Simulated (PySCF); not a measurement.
BClFHO. Atoms are numbered in the order given.

```xyz
5

B     -0.0134    -0.4292     0.0000
F     -1.2007    -1.0284     0.0000
Cl     0.0520     1.3302     0.0000
O      1.1264    -1.1395     0.0000
H      0.9777    -2.0954     0.0000
```
Charge 0, spin multiplicity 1.

Geometry optimised at B3LYP-D3(BJ)/def2-SVP. One conformer was computed; it need not be the lowest.

All values below come from B3LYP-D3(BJ)/def2-SVP run with PySCF 2.14.0.

Frequencies are harmonic and unscaled.

Give all harmonic wavenumbers and intensities. (Estimate from the structure and the level; the computed values follow.)


```
mode  ν (cm⁻¹)  IR (km/mol)  Raman (Å⁴/amu)  depolarisation   moving atoms (share of kinetic energy)
----  --------  -----------  --------------  --------------  ---------------------------------------
1          346          0.0             1.0            0.72          F 34 %, O 32 %, Cl 19 %, B 12 %
2          412         14.4             1.5            0.65           F 34 %, Cl 33 %, O 24 %, H 8 %
3          512         53.7             0.9            0.75                           H 74 %, B 22 %
4          626        121.0             1.8            0.75                   B 62 %, H 18 %, O 13 %
5          675         69.8             5.3            0.12  F 23 %, Cl 23 %, O 23 %, B 17 %, H 15 %
6          994        128.4             2.6            0.43                   H 60 %, O 23 %, F 14 %
7         1282        375.8             1.2            0.70                   B 66 %, H 14 %, F 12 %
8         1467        380.0             0.9            0.02                           B 72 %, O 20 %
9         3835        106.8           107.6            0.29                                   H 94 %
```
